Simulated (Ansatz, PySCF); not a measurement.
Cl₃HSeSi, SMILES Cl[Si](Cl)(Cl)[SeH]. Atoms are numbered in the order given.

```xyz
6

Cl    -0.9006    -1.2346    -1.6471
Si     0.0093    -0.4257     0.0000
Cl    -0.9006    -1.2346     1.6471
Cl     1.9889    -0.9368     0.0000
Se    -0.0528     1.8245     0.0000
H     -1.5257     1.8303     0.0000
```

Geometry: PBE0-D3(BJ)/def2-SVP. This is a generated structure with no PubChem entry under its InChIKey; it may be hypothetical. The values are those of a single conformer.

Vertical ionisation energy (IE) and electron affinity (EA) in eV. Rows of orbital energies are one-electron estimates. Where ΔSCF, EOM or ADC give a negative EA the extra electron is unbound and the value depends on the basis.

| level | IE | EA |
|---|---|---|
| −ε(HOMO), −ε(LUMO), PBE0/def2-TZVP (PySCF) | 7.74 | 1.01 |
| −ε(HOMO), −ε(LUMO), PBE/def2-TZVP (PySCF) | 6.55 | 1.92 |
| ΔSCF, PBE0/def2-SVPD (Ansatz), final states of multiplicity 2 and 2 | 9.88 | -0.24 |
| ΔSCF, PBE/def2-SVPD (Ansatz), final states of multiplicity 2 and 2 | 9.60 | -0.04 |

Task: What vertical singlet–triplet gap does ΔSCF give with PBE0/def2-SVPD (Ansatz, a quantum-chemistry and plane-wave program) and with PBE/def2-SVPD (Ansatz)? (An estimate is asked for; the answer gives what the named calculation found.)

Result: 4.83 and 4.62 eV (triplet above singlet where positive).
